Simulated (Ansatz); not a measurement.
Relaxation of BCl$_{2}$H$_{5}$OSi (10 atoms, charge 0, multiplicity 1), to a largest force component of 0.03 eV/Å in at most 50 steps.

The calculation used Ansatz, RKS B3LYP-D4/cc-pVDZ.

```xyz
10
Properties=species:S:1:pos:R:3:forces:R:3
B -0.060 -0.379 0.121 -0.18 -0.92 0.77
O -0.148 -0.963 1.362 -0.05 0.11 -0.96
H -1.048 -0.944 1.722 0.03 0.04 -0.05
Cl 1.505 -0.427 -0.694 -0.01 -0.01 -0.03
Cl -1.503 0.227 -0.738 0.06 -0.03 0.06
Si 0.562 2.586 1.034 0.19 0.79 0.05
H 1.842 3.021 1.676 -0.01 0.03 -0.01
H 0.696 2.672 -0.447 -0.02 -0.04 0.01
H -0.553 3.477 1.484 0.01 -0.01 0.00
H 0.280 1.215 1.483 -0.02 0.04 0.15
```

Where does it end, and by what steps?

The forces met the threshold. After 11 steps the energy has fallen by 0.248 eV; H10 moved furthest, 0.49 Å.

| step | energy less start (eV) | largest force component (eV/Å) | accepted |
| --- | --- | --- | --- |
| 0 | 0.0000 | 0.957 | yes |
| 1 | -0.1389 | 0.601 | yes |
| 2 | -0.2082 | 0.404 | yes |
| 3 | -0.2272 | 0.331 | yes |
| 4 | -0.2360 | 0.276 | yes |
| 5 | -0.2335 | 0.357 | no |
| 6 | -0.2434 | 0.142 | yes |
| 7 | -0.2456 | 0.100 | yes |
| 8 | -0.2469 | 0.048 | yes |
| 9 | -0.2473 | 0.058 | yes |
| 10 | -0.2467 | 0.099 | no |
| 11 | -0.2478 | 0.021 | yes |

```xyz
10
Properties=species:S:1:pos:R:3
B -0.143 -0.716 0.008
O -0.222 -1.324 1.205
H -1.098 -1.243 1.609
Cl 1.396 -0.744 -0.854
Cl -1.549 0.106 -0.714
Si 0.640 2.883 1.145
H 1.883 3.489 1.711
H 0.797 2.684 -0.325
H -0.522 3.786 1.411
H 0.392 1.565 1.806
```

Whether the end is a true minimum wasn't checked by a vibrational analysis.

Run time: 32 s on 2 threads of Intel(R) Xeon(R) 6975P-C (Granite Rapids) (shared host), peak memory 0.27 GiB.
